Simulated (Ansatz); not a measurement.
`[O]=[Mo]([F])([F])=[S]` + H₂O → `[O]=[Mo]([OH])([F])=[S]` + H–F at 600 K and 1 bar (formal hydrolysis of a Mo–F bond).

Calculated with Ansatz (gas phase, PBE0-D4/def2-TZVP geometries, no zero-point term in ΔE). CCSD(T)/CBS adds triple-zeta CCSD(T) − MP2 to the extrapolated MP2 energy (def2 sets, frozen cores). This one scheme is used for every species. def2 core potentials past Kr. For Mo outer-core shells are correlated without core-valence functions, which leaves a few kJ/mol of doubt a bond. One conformer a species, not always the lowest.

| species | CCSD(T)/CBS energy (Eh) | H − E (kJ/mol) | S (J/(mol·K)) |
| --- | --- | --- | --- |
| `[O]=[Mo]([F])([F])=[S]` | -740.83114 | 71.2 | 396.3 |
| H₂O | -76.37941 | 76.8 | 212.8 |
| `[O]=[Mo]([OH])([F])=[S]` | -716.80850 | 105.6 | 412.5 |
| H–F | -100.39570 | 42.3 | 194.0 |

H − E and S are ideal-gas, rigid-rotor, harmonic terms from PBE0-D4/def2-TZVP, for one conformer and one mirror image of each species. 1 Eh = 2625.50 kJ/mol, R = 8.31446 J/(mol·K).

By hand: ΔE, ΔH, ΔS and ΔG.

ΔE = (-716.80850) + (-100.39570) − (-740.83114) − (-76.37941) = 0.00635 Eh = 16.7 kJ/mol. Δ(H − E) = 105.6 + 42.3 − 71.2 − 76.8 = -0.1, so ΔH = 16.6 kJ/mol. ΔS = 412.5 + 194.0 − 396.3 − 212.8 = -2.6 J/(mol·K). ΔG = 16.6 − 600 × (-2.6)/1000 = 18.2 kJ/mol.

By hand: the equilibrium constant, and the temperature at which ΔG would vanish if ΔH and ΔS stayed fixed.

log₁₀ K = −ΔG/(RT ln 10) = -1.6. ΔH and −TΔS have one sign here, so there is no such temperature.

The number of gas molecules stays the same, so ΔS is small and ΔH decides. A doubt of 5 kJ/mol in ΔE shifts log₁₀ K by 0.4 here. Other conformers and mirror images would add mixing entropy, several J/(mol·K) or more a flexible species. These are equilibria of isolated gas molecules and say nothing of rates. Largest T1 diagnostic: 0.025 (customary marks: 0.02 for closed shells, 0.045 for open ones).

ΔS is within the doubt of such terms, so its sign, and with it that verdict, could turn.
